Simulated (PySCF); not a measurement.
This script is equivalent to a calculation on Cs+ (caesium, charge +1).

```python
from pyscf import gto, scf, dft, mp, cc
import basis_set_exchange as bse
mol = gto.M(atom="Cs 0 0 0", charge=1, spin=0, symmetry="D2h",
            basis=gto.basis.parse(bse.get_basis("aug-cc-pVDZ-X2C", elements=["Cs"], fmt="nwchem")),
            nucmod="G")
mf = dft.UKS(mol, xc="PBE0").sfx2c1e()
mf.irrep_nelec = {'Ag': (9, 9), 'B1g': (2, 2), 'B2g': (2, 2), 'B3g': (2, 2), 'B1u': (4, 4), 'B2u': (4, 4), 'B3u': (4, 4)}
mf.kernel()
```

Task: What total energy does it give?

Result: -7785.64 hartree (calculated).

Task: Which occupied shell lies highest, and where?

Result: 5p, at -20.378 eV.

Spin-orbit coupling, which splits the p, d and f shells strongly at this Z, is absent.
